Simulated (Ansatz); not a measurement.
This geometry of ClF$_{3}$GeH$_{3}$N (9 atoms, charge 0, multiplicity 1) is a first-order saddle point.

The calculation used RKS PBE/def2-SVP in Ansatz.

```xyz
9
Properties=species:S:1:pos:R:3
Ge -0.435 0.105 -0.115
Cl 0.051 0.671 2.607
F 0.917 -0.952 0.077
F -0.163 1.799 -0.325
F -0.991 -0.354 -1.704
N -1.943 -0.319 0.970
H -2.227 -1.305 0.856
H -2.750 0.277 0.728
H -1.215 0.078 2.092
```

(1) Which two structures does it join? (They come from a converged band through this point; their orientation in space is the band's.)

(2) How far does it lie above each of them?

Results:

(1) Bonds broken: Ge1–Cl2, N6–H9. Bonds formed: Cl2–H9. ClF3GeH3N becomes ClH + F3GeH2N.

Initial state:

```xyz
9
Properties=species:S:1:pos:R:3
Ge -0.080 0.026 0.200
Cl 0.583 -0.298 2.252
F 1.494 0.086 -0.564
F -0.589 1.640 -0.280
F -0.687 -1.347 -0.718
N -2.127 -0.023 0.990
H -2.603 -0.857 0.621
H -2.617 0.823 0.666
H -2.130 -0.049 2.018
```

Final state:

```xyz
9
Properties=species:S:1:pos:R:3
Ge -0.556 0.074 -0.499
Cl -0.315 0.234 3.622
F 0.982 -0.575 -0.067
F -0.404 1.776 -0.761
F -0.972 -0.673 -2.009
N -1.787 -0.205 0.827
H -2.239 -1.127 0.765
H -2.514 0.524 0.824
H -0.952 -0.028 2.485
```

(2) 113.8 kJ/mol above the first and 19.5 kJ/mol above the second. This is the barrier of this one path; another mechanism may lie lower. The orbitals stay closed-shell, which can raise the energy where a bond breaks towards radicals; this wasn't checked here.

The run took 100 s on 4 threads of Arm Neoverse V1, on a shared host, peak memory 0.19 GiB.
